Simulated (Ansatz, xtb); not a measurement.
Isomers of C5H7F3Si in order of energy

3 gas-phase structures of C5H7F3Si, from a drawn sample of its isomers (lower ones may exist). Each was relaxed with GFN2-xTB; where two conformers were screened, the lower at r2SCAN-D4/def2-SVP is listed:

A. `FC(F)C1=CC[Si@H](F)C1`, a singlet
B. `C=C1[C@@H](F)C[C@H](F)[Si@H]1F`, a singlet
C. `CC#CCC(F)(F)[SiH2]F`, a singlet

Task: Make a reasoned guess at their ranking by r2SCAN-D4/def2-SVP single-point energy.

Result: Calculated order at r2SCAN-D4/def2-SVP: A (0.0), B (79.9), C (196.8) kJ/mol.

Energies above the lowest of each column, in kJ/mol; the last columns are at PBE0-D3(BJ)/def2-SVP geometries:

| structure | GFN2-xTB | HF/STO-3G | r2SCAN-D4/def2-SVP | PBE0-D3(BJ)/def2-SVP | CCSD(T)/def2-SVP + ΔMP2/def2-TZVPP |
| --- | --- | --- | --- | --- | --- |
| A | 0.0 | 0.0 | 0.0 | 0.0 | 0.0 |
| B | 33.0 | 65.2 | 79.9 | 80.5 | 73.9 |
| C | 86.2 | 221.7 | 196.8 | 204.3 | 182.2 |

Every level run on A puts it lowest or level with the lowest. Flexible structures stand in one conformer each, not always the lowest. C keeps a small imaginary mode. ΔMP2 is the change of the MP2 energy from the smaller to the larger basis.

Programs: Ansatz 0.2.0, xtb 6.7.1.
